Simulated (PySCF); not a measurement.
# Converging NaBi⁺ in the basis (CCSD(T))

PySCF, UHF reference; quartet, unpaired electrons σ ↑, π ↑↑; De to Na⁺ + Bi without counterpoise correction. Frozen cores follow the default of each basis and core potential.

```csv
basis,relativity,functions,Re (Å),ωe (cm⁻¹),De (eV),frozen orbitals
def2-SVP,scalar-relativistic core potentials,41,3.501,92.1,n/a,5
def2-SVPD,scalar-relativistic core potentials,50,3.503,91.1,n/a,5
aug-cc-pVDZ/aug-cc-pVDZ-PP,scalar-relativistic core potentials,59,3.480,95.2,n/a,5
```

(1) How does each smaller set differ from the one with most functions, aug-cc-pVDZ/aug-cc-pVDZ-PP?

Correlated steps freeze 5 core orbitals. Spin–orbit coupling is left out, which matters for elements this heavy, above all for dissociation energies. The state was picked by a PBE0 search and need not be the measured ground state.

Results:

(1) def2-SVP: +2.1 pm, -3.3 % in ωe; def2-SVPD: +2.3 pm, -4.3 % in ωe. All at CCSD(T); the set with most functions is neither the basis-set limit nor always the best.
